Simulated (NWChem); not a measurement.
# HSF₂ cation; SMILES [SH+](F)F

Program: NWChem. Coordinates come from a PBE0/def2-SVP optimisation. Level: M06-2X/def2-SVP with COSMO at NWChem's default radii, gas-phase geometry; the question gives the dielectric constant. Reactions with the solvent are ignored.

Q: Predict the results for dielectric constant 2.4. Quantities: electrostatic solvation energy (kcal/mol).

A: 
```json
{
 "electrostatic solvation energy (kcal/mol)": "-45.1"
}
```
